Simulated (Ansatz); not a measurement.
Two members of one family (Onium cations), computed with Ansatz in the gas phase; def2 core potentials for I, no spin–orbit coupling. The two geometries come from different levels. The structures are stationary points that may keep the symmetry of their start.

First: 1-butyl-3-methylimidazolium (singlet, charge 1, PBE0-D4/def2-SVP geometry).

```xyz
25

C    -2.8802    0.4382   -2.0137
C    -1.7428   -0.3496   -1.3853
C    -1.8923   -0.5023    0.1223
C    -0.8000   -1.3255    0.7891
N     0.5318   -0.7211    0.6514
C     1.5201   -1.1232   -0.2119
C     2.5687   -0.2663   -0.0504
N     2.1971    0.6451    0.9078
C     3.0264    1.7292    1.4143
C     0.9614    0.3508    1.3163
H    -3.8511   -0.0511   -1.8368
H    -2.7485    0.5299   -3.1012
H    -2.9415    1.4568   -1.5988
H    -1.6857   -1.3535   -1.8443
H    -0.7819    0.1455   -1.6176
H    -1.9514    0.4904    0.6039
H    -2.8483   -0.9995    0.3571
H    -0.9926   -1.4608    1.8626
H    -0.7306   -2.3272    0.3427
H     1.4041   -1.9819   -0.8700
H     3.5414   -0.2364   -0.5370
H     2.4257    2.3665    2.0736
H     3.3955    2.3314    0.5738
H     3.8750    1.3200    1.9785
H     0.3996    0.8947    2.0737
```

| level | HOMO (eV) | LUMO (eV) | gap (eV) |
| --- | --- | --- | --- |
| PBE-D4/def2-SVP | -10.93 | -5.86 | 5.07 |
| PBE-D4/def2-TZVP | -10.89 | -5.87 | 5.02 |
| r2SCAN-D4/def2-TZVP | -11.07 | -5.69 | 5.37 |
| PBE0-D4/def2-SVP | -12.04 | -4.88 | 7.16 |
| PBE0-D4/def2-TZVP | -11.96 | -4.89 | 7.06 |

Second: (4-methoxyphenyl)phenyliodonium (singlet, charge 1, PBE-D4/def2-SVP geometry).

```xyz
27

C     3.8312    1.7814   -2.8475
O     3.5886    1.7155   -1.4413
C     2.3339    1.6322   -0.9870
C     1.1807    1.6007   -1.8096
C    -0.0924    1.5132   -1.2315
C    -0.1924    1.4613    0.1661
I    -2.1208    1.3487    1.0389
C    -2.3441   -0.7718    1.3226
C    -1.9982   -1.3045    2.5708
C    -2.1488   -2.6899    2.7444
C    -2.6291   -3.4898    1.6961
C    -2.9661   -2.9186    0.4588
C    -2.8287   -1.5353    0.2531
C     0.9328    1.4945    1.0115
C     2.1920    1.5772    0.4256
H     3.3700    2.6881   -3.2923
H     3.4509    0.8737   -3.3629
H     4.9276    1.8349   -2.9638
H     1.2618    1.6479   -2.9038
H    -0.9814    1.4921   -1.8776
H    -1.6263   -0.6751    3.3914
H    -1.8883   -3.1397    3.7152
H    -2.7463   -4.5734    1.8458
H    -3.3471   -3.5462   -0.3601
H    -3.0990   -1.0833   -0.7123
H     0.8378    1.4594    2.1068
H     3.1018    1.6067    1.0426
```

Problem. Estimate the same table for the second.

Solution. 
```
              level  HOMO (eV)  LUMO (eV)  gap (eV)
    PBE-D4/def2-SVP      -9.13      -6.43      2.70
   PBE-D4/def2-TZVP      -9.18      -6.44      2.75
r2SCAN-D4/def2-TZVP      -9.37      -6.31      3.06
   PBE0-D4/def2-SVP     -10.20      -5.66      4.54
  PBE0-D4/def2-TZVP     -10.21      -5.64      4.57
```
